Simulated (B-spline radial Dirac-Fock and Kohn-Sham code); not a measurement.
**Conversion-electron coefficients: Tc, 1810 keV**

Z = 43 (technetium), transition energy 1810 keV. Level of theory: a Dirac-Hartree-Slater potential of the neutral atom with a Latter tail (no hole, which puts coefficients of high multipoles low close above an edge), finite nucleus with surface currents; a radial atomic solver. Subshells that would emit electrons below 1 keV are left out, and so is internal pair formation.

Input of the calculation (task.json; shells as n, l, electrons):

```json
{"items": [{
  "Z": 43,
  "q": 0,
  "cfg": [[1, 0, 2], [2, 0, 2], [2, 1, 6], [3, 0, 2], [3, 1, 6], [3, 2, 10], [4, 0, 2], [4, 1, 6], [4, 2, 5], [5, 0, 2]],
  "A": 97,
  "rrms": 4.4112,
  "do": "conversion",
  "gamma": [1810.0],
  "edges": {"K": 21044.0, "L1": 3043.0, "L2": 2793.0, "L3": 2677.0, "M1": 544.0, "M2": 447.6, "M3": 417.7, "M4": 257.6, "M5": 253.9, "N1": 69.5}
}]}
```

Command: `python xray2_run.py task.json out`

| subshell | electron energy (keV) | E3 | E4 | E5 | M1 | M3 |
| --- | --- | --- | --- | --- | --- | --- |
| K | 1788.96 | 0.000371 | 0.000610 | 0.000975 | 0.000227 | 0.000767 |
| L1 | 1806.96 | 4.05e-05 | 6.72e-05 | 0.000108 | 2.47e-05 | 8.55e-05 |
| L2 | 1807.21 | 1.28e-06 | 3.42e-06 | 8.09e-06 | 3.27e-07 | 2.43e-06 |
| L3 | 1807.32 | 6.55e-07 | 1.20e-06 | 2.35e-06 | 2.25e-07 | 6.66e-07 |
| M1 | 1809.46 | 7.37e-06 | 1.23e-05 | 1.98e-05 | 4.49e-06 | 1.56e-05 |
| M2 | 1809.55 | 2.49e-07 | 6.65e-07 | 1.57e-06 | 6.35e-08 | 4.72e-07 |
| M3 | 1809.58 | 1.27e-07 | 2.33e-07 | 4.59e-07 | 4.36e-08 | 1.30e-07 |
| M4 | 1809.74 | 1.17e-10 | 3.42e-10 | 1.21e-09 | 2.39e-11 | 2.15e-10 |
| M5 | 1809.75 | 1.76e-10 | 2.89e-10 | 5.39e-10 | 8.53e-11 | 1.57e-10 |
| total |  | 0.000423 | 0.000698 | 0.00112 | 0.000257 | 0.000875 |

Problem. For a pure E5 transition, what fraction of decays emits a photon?

Solution. 1/(1 + α) = 0.999 with the total α = 0.00112; the total includes the outer subshells that are not listed, and pair formation is not counted.

Run: 8.8 s of CPU time on 1 thread of Intel(R) Xeon(R) Platinum 8488C (shared host), peak memory 0.81 GiB.
